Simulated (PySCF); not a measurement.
Electron correlation in C (carbon, neutral)

[He] 2s1 2p3, high-spin 5S determinant (an excited configuration). All numbers are calculated (PySCF 2.14, the non-relativistic Hamiltonian (point nucleus), in dyall-acv3z). Frozen: 1s2; 4 electrons correlated; the 19 highest virtual orbitals of each spin left out.

| level | correlation energy (mhartree) |
| --- | --- |
| CCSD | -34.47 |
| (T) | -0.37 |
| CCSD(T) | -34.84 |

Diagnostics: T1 = 0.0045, D1 = 0.0073, largest double amplitude 0.025.

Cost of the coupled-cluster step: of the order of 1.7 core-seconds, for 4 correlated electrons.
